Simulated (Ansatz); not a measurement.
`[SiH3]C1=C[SiH2]O1` + `C=CC` → `C=CC[SiH3]` + `C1=C[SiH2]O1`  (formal exchange of groups at the Si–C bond)

Computed with Ansatz on PBE0-D4/def2-TZVP structures; ΔE is electronic, products minus reactants. CCSD(T)/CBS is the MP2 limit (def2-TZVPP, def2-QZVPP) plus CCSD(T) − MP2 in def2-TZVPP, frozen cores. DFT in def2-TZVPP. One conformer a species, not always the lowest.

`[SiH3]C1=C[SiH2]O1`:

Z-matrix (Å, degrees):
```
Si
O 1 1.707
C 1 2.160 2 40.3
C 1 1.831 2 78.8 3 -0.0
H 1 1.484 2 112.4 3 -118.0
H 1 1.484 2 112.3 3 118.0
Si 3 1.878 1 170.2 2 0.1
H 4 1.077 1 147.8 2 180.0
H 7 1.484 3 107.7 1 180.0
H 7 1.484 3 109.6 1 -60.0
H 7 1.484 3 109.6 1 59.9
```

`C=CC`:

Cartesian coordinates in Å:
```
C -0.719 0.175 -1.171
C -0.223 -0.479 -0.131
C 0.642 0.120 0.925
H -0.518 1.231 -1.324
H -1.344 -0.318 -1.906
H -0.452 -1.537 -0.020
H 0.183 0.018 1.913
H 1.609 -0.390 0.976
H 0.823 1.180 0.739
```

`C=CC[SiH3]`:

Cartesian coordinates in Å:
```
C 1.448 -1.154 -0.875
C 0.661 -0.869 0.155
C -0.739 -0.371 0.060
Si -0.846 1.462 0.491
H 1.097 -1.068 -1.899
H 2.469 -1.485 -0.730
H 1.063 -0.968 1.162
H -1.394 -0.913 0.752
H -1.139 -0.512 -0.949
H -0.104 2.265 -0.515
H -2.266 1.908 0.517
H -0.248 1.705 1.832
```

`C1=C[SiH2]O1`:

Z-matrix (Å, degrees):
```
Si
C 1 1.829
C 1 2.140 2 38.6
O 1 1.715 2 78.6 3 -0.0
H 1 1.483 2 120.2 3 108.9
H 1 1.483 2 120.2 3 -108.9
H 2 1.076 1 148.0 3 -180.0
H 3 1.087 1 169.4 2 -180.0
```

Is it downhill or uphill in electronic energy at CCSD(T)/CBS, and by how much? (Best estimate.)

The calculation gave: Uphill: ΔE = +6.9 kJ/mol.

What do these levels give: BLYP-D4, BHLYP-D4, CAM-B3LYP-D4, PBE0, r2SCANh, LC-ωPBE? (Estimate.)

Computed: BLYP-D4 10.6, BHLYP-D4 7.9, CAM-B3LYP-D4 7.6, PBE0 3.8, r2SCANh 4.5, LC-ωPBE 2.7 kJ/mol.

Largest T1 diagnostic among the species: 0.014.

From BLYP to BHLYP (50 % exact exchange), in def2-TZVPP and without D4, ΔE moves by −3.3 kJ/mol. Leaving LDA and LC-ωPBE aside and taking each functional with its dispersion term where it has one, the values, not all of them listed here, spread over 7.1 kJ/mol, from PBE-QIDH to BLYP-D4. LDA lies −3.2 kJ/mol from PBE without D4.
